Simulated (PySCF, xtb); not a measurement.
BI3, SMILES IB(I)I.

xtb with GFN2-xTB at its own geometry gives an orbital gap of 3.42 eV and a dipole moment of 0.00 D.

Geometry: PBE0-D3(BJ)/def2-SVP. The isomer is the one that the SMILES or the coordinates give; other isomers of the formula were not compared. The def2 effective core potentials stand for the cores of I; spin–orbit coupling is left out.

Problem. What does M06-2X/def2-TZVP (PySCF) give? (Estimate from the structure and the level; the computed values follow.)

Solution. gap 6.69 eV (levels -8.55 and -1.86 eV), dipole 0.00 D.
